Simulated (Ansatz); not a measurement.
H2Si2, SMILES [Si]=[SiH2] (connectivity only; charge and spin as stated), neutral, multiplicity 1.

Coordinates come from a r2SCAN-D4/def2-TZVP optimisation. The isomer is the one that the SMILES or the coordinates give; other isomers of the formula were not compared.

Two levels are set side by side: PBE/def2-TZVPD (Ansatz, a first-principles code) and PBE0/def2-TZVPD (Ansatz). Energy differences of separate SCF runs at the same geometry; the states with an electron removed or added have multiplicity 2 and 2. Differences are taken from unrounded values.

| quantity | PBE |
|---|---|
| vertical ionisation energy (eV) | 7.94 |
| vertical electron affinity (eV) | 1.78 |
| vertical singlet–triplet gap (eV) | 0.32 |

### Question
These are the PBE values. What does PBE0 give? (An estimate is asked for; the answer gives what the named calculation found.)

### Answer

| quantity | PBE0 | PBE minus PBE0 |
|---|---|---|
| vertical ionisation energy (eV) | 7.87 | 0.06 |
| vertical electron affinity (eV) | 1.82 | -0.04 |
| vertical singlet–triplet gap (eV) | 0.21 | 0.12 |
